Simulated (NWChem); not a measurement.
A calculation on PbS

```xyz
2

Pb     0.0000     0.0000     0.3822
S      0.0000     0.0000    -1.9586
```
Charge 0, spin multiplicity 1.

The numbers come from NWChem runs, not from measurements. All single points use one geometry, from PBE/def2-SVP with def2 effective core potentials on Pb, a minimum by its harmonic frequencies.

Symmetry labels belong to the abelian group C2v used in the runs, with the axes of the coordinates shown; states degenerate in a higher group split over its labels.

Effective core potentials replace the inner electrons of Pb; spin-orbit coupling is left out. The structure started from a generated list of species.

Question: List the lowest 3 singlet excitations that CIS/def2-SVPD with def2 effective core potentials on Pb gives, with oscillator strengths.

Answer: 
```csv
state,symmetry,energy (eV),wavelength (nm),f
1,a2,3.15,393,0.000
2,a1,3.32,373,0.000
3,a2,3.32,373,0.000
```
